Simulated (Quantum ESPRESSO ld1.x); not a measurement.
Values are calculated unless marked as measured or tabulated.
These are the eigenvalues of the occupied orbitals of an atom or ion with whole-number occupations (Ry). Level of theory: Dirac Kohn-Sham, LDA (Slater exchange, Perdew-Zunger correlation), spin-unpolarised, spherical densities, point nucleus (ld1.x of Quantum ESPRESSO 7.5).

| orbital | eigenvalue |
|---|---|
| 1s1/2 | -2512.74 |
| 2s1/2 | -585.060 |
| 2p1/2 | -572.697 |
| 2p3/2 | -551.776 |

Which element is it, and in what charge state? The configuration may be excited. Open shells, if any, are shared by 2j + 1.

Answer. Z = 51, antimony, charge +45: Sb45+ in [He] 2s2 2p2. The list shows which subshells hold electrons but not how many an open one holds; the 1s level, -1256.4 hartree, gives Z - s = 50.1 by -(Z - s)^2/2, which with screening and relativity narrows Z to a few neighbours, and the depths of the outer levels then fix element, charge and occupations together.
